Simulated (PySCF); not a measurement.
An equivalent PySCF input for Se (selenium, neutral), [Ar] 3d10 4s2 4p4, high-spin 3P determinant, with no relativity, point nucleus:

```python
from pyscf import gto, scf, dft, mp, cc
import basis_set_exchange as bse
mol = gto.M(atom="Se 0 0 0", charge=0, spin=2, symmetry="D2h",
            basis=gto.basis.parse(bse.get_basis("def2-TZVP", elements=["Se"], fmt="nwchem", header=False)))
mf = dft.UKS(mol, xc="LDA,VWN")
mf.irrep_nelec = {'Ag': (6, 6), 'B1g': (1, 1), 'B2g': (1, 1), 'B3g': (1, 1), 'B1u': (3, 2), 'B2u': (3, 3), 'B3u': (3, 2)}
mf.kernel()
```

It reaches the same state as the run whose output follows, with an energy that differs only through the grid. The run itself started from symmetry-adapted Hartree-Fock orbitals and held the occupation by maximum overlap, on a logarithmic radial grid, so the iterations belong to that start.

```
SCF conv_tol = 1e-09
number electrons alpha = 18  beta = 16
XC functionals = LDA,VWN
    P. A. M. Dirac.,  Math. Proc. Cambridge Philos. Soc. 26, 376 (1930)
    F. Bloch.,  Z. Phys. 57, 545 (1929)
    S. H. Vosko, L. Wilk, and M. Nusair.,  Can. J. Phys. 58, 1200 (1980)
cycle= 1 E= -2398.05730838117  delta_E= -0.0154  |g|= 0.177  |ddm|= 0.243
cycle= 2 E= -2398.05807303848  delta_E= -0.000765  |g|= 0.154  |ddm|= 0.111
cycle= 3 E= -2398.06080314906  delta_E= -0.00273  |g|= 0.00983  |ddm|= 0.0603
cycle= 4 E= -2398.06084468119  delta_E= -4.15e-05  |g|= 0.000377  |ddm|= 0.0146
cycle= 5 E= -2398.06084478191  delta_E= -1.01e-07  |g|= 3.17e-05  |ddm|= 0.000658
cycle= 6 E= -2398.06084478266  delta_E= -7.54e-10  |g|= 2.57e-06  |ddm|= 6.17e-05
converged SCF energy = -2398.06084478266  <S^2> = 2.0014352  2S+1 = 3.0009566
```
